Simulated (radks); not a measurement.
Initial-state core-level shifts of the vanadium ion V3+ when its valence configuration changes from [Ar] 3d2. Method: non-relativistic Kohn-Sham, PBE, spin-polarised, spherical densities, point nucleus; open shells are filled with parallel spins first; computed with a radial shooting solver on a logarithmic mesh with Libxc functionals. Shifts are changes of the shell-averaged eigenvalues in eV (positive: less bound); the change of the density at the nucleus, which sets a Mossbauer isomer shift, is in e/bohr^3, on a base of 8183.

| valence | 1s | 2s | 2p | 3s | density at nucleus |
|---|---|---|---|---|---|
| 4p2 | -20.097 | -22.856 | -22.632 | -17.654 | +5.0873 |
| 3d1 4s1 | -8.674 | -9.943 | -9.843 | -7.720 | +9.8217 |
| 4s2 | -18.405 | -21.089 | -20.889 | -15.946 | +21.4352 |
| 3d1 4p1 | -9.654 | -10.938 | -10.829 | -8.705 | +2.2846 |
| 3d1 4s0.5 4p0.5 | -9.163 | -10.441 | -10.336 | -8.213 | +6.0486 |
| 4s1.5 4p0.5 | -18.831 | -21.534 | -21.328 | -16.376 | +17.3880 |
| 3d1.5 4s0.5 | -4.218 | -4.831 | -4.781 | -3.803 | +4.6793 |
| 3d0.5 4p1.5 | -14.781 | -16.781 | -16.614 | -13.158 | +3.6238 |
| 3d1.5 4p0.5 | -4.721 | -5.338 | -5.285 | -4.309 | +1.0765 |
